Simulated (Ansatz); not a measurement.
C₃H₇NOSi (`C=N/C([SiH3])=C\O`). The species carries charge 0 and has multiplicity 1. The structure was optimised at the PBE0-D4/def2-TZVP level. It is one conformer, not always the lowest.

```xyz
13

C     0.234    0.135    2.164
N    -0.603    0.243    1.227
C    -0.205    0.053   -0.103
Si   -0.602    1.423   -1.297
C     0.297   -1.100   -0.568
O     0.545   -2.171    0.226
H    -0.108    0.267    3.190
H     1.296   -0.078    2.003
H    -0.149    1.000   -2.650
H     0.107    2.675   -0.918
H    -2.060    1.711   -1.323
H     0.488   -1.228   -1.629
H     0.760   -2.930   -0.321
```

What is the dipole moment at ωB97M-V/def2-TZVPP? (An estimate is asked.)

Ansatz gave: 2.83 D, with components (1.91, -1.95, -0.74) D in this frame, pointing from negative to positive charge.

And with PBE, r2SCAN, B3LYP? (Estimate.)

The calculation gave: PBE 2.81 D, r2SCAN 2.84 D, B3LYP 2.80 D.

Give the Mulliken charges with ωB97M-V, r2SCAN, B3LYP in def2-TZVPP. (Estimate.)

Ansatz gave: 
| atom | ωB97M-V | r2SCAN | B3LYP |
| --- | --- | --- | --- |
| C1 | -0.07 | 0.02 | -0.08 |
| N2 | -0.23 | -0.27 | -0.20 |
| C3 | -0.09 | -0.07 | -0.04 |
| Si4 | 0.21 | 0.34 | 0.30 |
| C5 | 0.07 | 0.08 | 0.04 |
| O6 | -0.26 | -0.29 | -0.27 |
| H7 | 0.11 | 0.08 | 0.11 |
| H8 | 0.10 | 0.06 | 0.08 |
| H9 | -0.04 | -0.09 | -0.08 |
| H10 | -0.04 | -0.08 | -0.07 |
| H11 | -0.03 | -0.07 | -0.07 |
| H12 | 0.08 | 0.08 | 0.09 |
| H13 | 0.18 | 0.21 | 0.20 |

B3LYP here is the variant with VWN-RPA as its local correlation; programs differ in this.
